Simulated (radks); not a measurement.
Ionisation ladder of mercury, from Hg LXVII to Hg LXXX. Each ion is in the ground configuration listed by NIST, and IE = E(next ion) - E(this ion), with E = 0 for the bare nucleus. Method: Dirac Kohn-Sham, PBE, spin-unpolarised, spherical densities, point nucleus; open shells are shared between the two j in proportion to 2j + 1; computed with a radial shooting solver on a logarithmic mesh with Libxc functionals.

species     configuration  E (hartree)  IE, Delta-SCF (eV)  -e(HOMO) (eV)   HOMO  <r> HOMO (bohr)  IE, NIST (eV)    kind  error (eV)
Hg LXVII     [Ne] 3s2 3p2  -14389.4266              7678.8         7429.8  3p3/2            0.168           8010  theory      -331.2
Hg LXVIII    [Ne] 3s2 3p1  -14107.2358              7818.8         7568.0  3p3/2            0.167           8160  theory      -341.2
Hg LXIX          [Ne] 3s2  -13819.8991              8502.2         8434.3  3s1/2            0.165           8470  theory       +32.2
Hg LXX           [Ne] 3s1  -13507.4487              8638.4         8570.1  3s1/2            0.164           8620  theory       +18.4
Hg LXXI              [Ne]  -13189.9949             19273.1        18409.2  2p3/2           0.0642          18550  theory      +723.1
Hg LXXII     [He] 2s2 2p5  -12481.7198             19656.3        18782.7  2p3/2           0.0639          18910  theory      +746.3
Hg LXXIII    [He] 2s2 2p4  -11759.3626               20041        19158.1  2p3/2           0.0635          19310  theory      +731.3
Hg LXXIV     [He] 2s2 2p3  -11022.8568               20428        19534.9  2p3/2           0.0631          19680  theory      +747.7
Hg LXXV      [He] 2s2 2p2  -10272.1533               20815        19912.8  2p3/2           0.0628          22120  theory     -1305.3
Hg LXXVI     [He] 2s2 2p1   -9507.2283               21201          20291  2p3/2           0.0624          22580  theory     -1378.7
Hg LXXVII        [He] 2s2   -8728.0961               23263          23095  2s1/2           0.0664          23170  theory       +92.6
Hg LXXVIII       [He] 2s1   -7873.2129               23591          23429  2s1/2           0.0662        23544.1  theory       +46.4
Hg LXXIX             [He]   -7006.2777               94668          93965  1s1/2           0.0165        94124.7  theory      +543.8
Hg LXXX               1s1   -3527.2746               95982          95361  1s1/2           0.0164        95898.2  theory       +83.8

Reference values: NIST Atomic Spectra Database (exp. = measured, semi-emp. = semi-empirical, theory = theoretical value adopted there). The ionisation energy per charge of the ion left behind rises most, in proportion, at Hg LXXIX ([He]), from 302.44 to 1198.3 eV. Spin polarisation and multiplet splitting are left out, so open shells lie too high by an amount that depends on their filling. Sharing an open shell by 2j + 1 raises it above the true ground level by a part of the spin-orbit splitting, which enters the differences from NIST. Nuclear size, the Breit interaction and QED, all absent here, shift the 1s and 2s values of heavy ions.

Beside tabulated values, note that spin-unpolarised runs miss the spin-polarisation part of the exchange energy of open shells.
